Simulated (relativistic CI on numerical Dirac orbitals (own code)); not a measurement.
# d3 in a ligand field

Computed with a parametric ligand-field model of a d^n configuration (Racah B and C, spin-orbit zeta, crystal field), exact diagonalisation.

Field parameters in Wybourne normalisation: D3d B²₀ = −7Dσ, B⁴₀ = −14Dq − 21Dτ, B⁴₃ = −14√(10/7) Dq; D4h B²₀ = −7Ds, B⁴₀ = 21(Dq − Dt), B⁴₄ = 21√(5/14) Dq; Oh B⁴₀ = 21Dq, B⁴₄ = √(5/14) B⁴₀. The field is a parameter set, without covalency.

A d3 ion in Oh symmetry has the ground term 4A2 and bands at 4T2 11600 cm⁻¹ (862 nm), 2E 18232 cm⁻¹ (548 nm), 4T1 18341 cm⁻¹ (545 nm), 2T1 19019 cm⁻¹ (526 nm), 2T2 25477 cm⁻¹ (393 nm), 4T1 29359 cm⁻¹ (341 nm). Which parameters reproduce them?

B = 860, C = 4090, ζ = 0 cm⁻¹, Oh, 10Dq = 11600 cm⁻¹.

Ground term and bands for B = 460, C = 1700, ζ = 0 cm⁻¹, D4h, 10Dq = 13950, Ds = -1500, Dt = 20 cm⁻¹?

Ground term 4B1 with 0.00 electrons in the two orbitals of the cubic e set. Spin-allowed: 4E 12081 cm⁻¹ (828 nm), 4B2 13950 cm⁻¹ (717 nm), 4E 17510 cm⁻¹ (571 nm), 4A2 22898 cm⁻¹ (437 nm). Lowest spin-forbidden: 2E 6233 cm⁻¹ (1604 nm), 2B1 8335 cm⁻¹ (1200 nm), 2A1 8635 cm⁻¹ (1158 nm).

Ground term and bands for B = 760, C = 2800, ζ = 0 cm⁻¹, D3d, 10Dq = 28150, Dσ = -1200, Dτ = 370 cm⁻¹?

Ground term 4A2 with 0.01 electrons in the two orbitals of the cubic e set. Spin-allowed: 4E 29622 cm⁻¹ (338 nm), 4A1 30311 cm⁻¹ (330 nm), 4A2 37148 cm⁻¹ (269 nm), 4E 38549 cm⁻¹ (259 nm). Lowest spin-forbidden: 2E 14081 cm⁻¹ (710 nm), 2E 14749 cm⁻¹ (678 nm), 2A2 15293 cm⁻¹ (654 nm).

Ground term and bands for B = 720, C = 2920, ζ = 0 cm⁻¹, Oh, 10Dq = 17400 cm⁻¹?

Ground term 4A2 with 0.00 electrons in the two orbitals of the cubic e set. Spin-allowed: 4T2 17400 cm⁻¹ (575 nm), 4T1 24538 cm⁻¹ (408 nm), 4T1 38462 cm⁻¹ (260 nm). Lowest spin-forbidden: 2E 14040 cm⁻¹ (712 nm), 2T1 14698 cm⁻¹ (680 nm), 2T2 21217 cm⁻¹ (471 nm). With an A2 ground term the first spin-allowed band lies at |10Dq| itself.

Ground term and bands for B = 310, C = 1200, ζ = 0 cm⁻¹, D4h, 10Dq = 13350, Ds = -1500, Dt = 190 cm⁻¹?

Ground term 4B1 with 0.00 electrons in the two orbitals of the cubic e set. Spin-allowed: 4E 9942 cm⁻¹ (1006 nm), 4B2 13350 cm⁻¹ (749 nm), 4E 14385 cm⁻¹ (695 nm), 4A2 20082 cm⁻¹ (498 nm). Lowest spin-forbidden: 2E 2314 cm⁻¹, 2B1 5775 cm⁻¹ (1732 nm), 2A1 6051 cm⁻¹ (1653 nm).
